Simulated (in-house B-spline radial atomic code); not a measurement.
How numerical settings move a run on Gd2+, [Xe] 4f7 5d1. Computed with a B-spline radial code for spherical atoms: scalar-relativistic (X2C) PBEsol, spin-polarised, spherical fractional occupations, Fermi nucleus of rms radius 5.1569 fm.

Command:
```bash
python run_scf.py task.json out
```
Settings of the sound reference run:
```
Z                64
electrons        62
configuration    [Xe] 4f7 5d1
hamiltonian      x2c
method           pbesol
spin_polarised   True
nucleus          fermi
rms_radius       5.1569
mass_number      158
atomic_mass      157.9241
speed_of_light   137.036
knot_spacing     0.22
spline_order     8
gauss_points     12
box_radius       22.22
max_iterations   70
damping          0.5
damped_steps     3
diis_vectors     10
tolerance        1e-08
start            Thomas-Fermi
```

Cost of the run: 0.48 s on 1 thread of Arm Neoverse N1 (shared host).

It converges in 10 iterations to -11265.891716 hartree, with 5d up at -15.7437 eV. The other runs change the listed settings, some to values that make no sense; their results aren't properties of the atom or ion. Radii are in bohr (the nuclear one in fm), a minus after a letter asks for a j subshell, and «unchanged» means within 1e-8 hartree. The run stops when the residual is below 10 × tolerance × max(1, Z/10), or a noise floor if that is larger, and the energy moves by less than 1e-8 × √|E| hartree; so very loose and very tight tolerances often act alike.

| changed settings | outcome |
| --- | --- |
| gauss_points = 3, max_iterations = 50, damping = 0.95, start = bare nucleus | not converged after 50 iterations, last residual 3.2e+03, last energy +2.64e+05 hartree from the reference |
| first_knot = 0.000156, max_iterations = 100, damping = 0.8, damped_steps = 1, tolerance = 0.0001 | converged in 10 iterations, energy -2.67e-05 hartree from the reference, 5d up level -2.8e-05 eV |
| max_iterations = 3, diis_vectors = 0, tolerance = 0.0001 | not converged after 3 iterations, last residual 2.2e-01, last energy +1.08e+00 hartree from the reference |
| damped_steps = 0 | converged in 10 iterations, energy unchanged, 5d up level -1.8e-06 eV |
| knot_spacing = 2 | converged in 9 iterations, energy +1.47e+03 hartree from the reference, 5d up level -1.7e+01 eV (the program warns: 5d up reaches the box edge; 1s up reaches the box edge) |
| damped_steps = 1 | converged in 11 iterations, energy unchanged, 5d up level -4.1e-06 eV |
| knot_spacing = 1.4 | converged in 10 iterations, energy +8.10e+02 hartree from the reference, 5d up level -9.4e+00 eV (the program warns: 5d up reaches the box edge; 1s up reaches the box edge) |
| knot_spacing = 0.4 | converged in 10 iterations, energy +6.65e-03 hartree from the reference, 5d up level -8.8e-04 eV |
| knot_spacing = 0.55 | converged in 10 iterations, energy +8.10e-01 hartree from the reference, 5d up level +1.2e-02 eV |
| knot_spacing = 0.15 | converged in 10 iterations, energy -3.15e-06 hartree from the reference |
| start = bare nucleus | converged in 13 iterations, energy unchanged, 5d up level -1.2e-06 eV |
| spline_order = 10, max_iterations = 5, damped_steps = 8, diis_vectors = 1 | not converged after 5 iterations, last residual 2.3e-02, last energy +1.75e-02 hartree from the reference |
| knot_spacing = 1 | converged in 11 iterations, energy +2.85e+02 hartree from the reference, 5d up level -6.5e+00 eV (the program warns: 5d up reaches the box edge; 2s up reaches the box edge) |
| knot_spacing = 0.15, gauss_points = 4, first_knot = 1.56e-06, max_iterations = 2 | not converged after 2 iterations, last residual 7.8e-01, last energy +2.92e+01 hartree from the reference |

Q: What happens with hamiltonian = dirac, method = hf?

A: Stopped with error: spin polarisation is not served with the Dirac Hamiltonian.

Q: What happens with electrons = 63, configuration = [Xe] 4f7 5d1 3f1, max_iterations = 50?

A: Stopped with error: there is no 3f shell.

Q: What happens with electrons = 63, configuration = [Xe] 4f7 5d1 6s-1, max_iterations = 100?

A: Stopped with error: j subshells need the Dirac Hamiltonian and l > 0.

Q: What happens with damped_steps = 30?

A: Converged in 20 iterations, energy unchanged, 5d up level -1.3e-06 eV.
